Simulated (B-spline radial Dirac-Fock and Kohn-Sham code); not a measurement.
## Lβ1 (L2-M4) energies across the elements I to Gd

Model: relaxed Dirac-Fock hole states (ΔSCF) with Breit and QED corrections and a finite nucleus. Program: an atomic code on a B-spline grid. Free neutral atoms. Correlation energy is missing from these numbers.

```
 Z  element  energy (eV)  wavelength (Å)
53        I       4221.8          2.9367
54       Xe       4418.4          2.8061
55       Cs       4620.6          2.6833
56       Ba       4828.3          2.5679
57       La       5041.7          2.4592
58       Ce       5262.2          2.3561
59       Pr       5489.9          2.2584
60       Nd       5722.3          2.1667
61       Pm       5960.9          2.0800
62       Sm       6205.7          1.9979
63       Eu       6456.8          1.9202
64       Gd       6713.3          1.8468
```

Q: How well does Moseley's law, √E linear in Z, describe these energies?

A: A straight-line fit gives √(E/eV) = 1.5426·(Z − 10.94). The slope squared is 0.1749 Ry, against 0.1389 Ry for a hydrogen-like ion. The residuals, fit less computed, are I -11.4, Xe -5.5, Cs -0.3, Ba +4.1, La +7.6, Ce +8.7, Pr +7.4, Nd +6.1, Pm +3.4, Sm -0.8, Eu -6.5, Gd -12.8 eV.
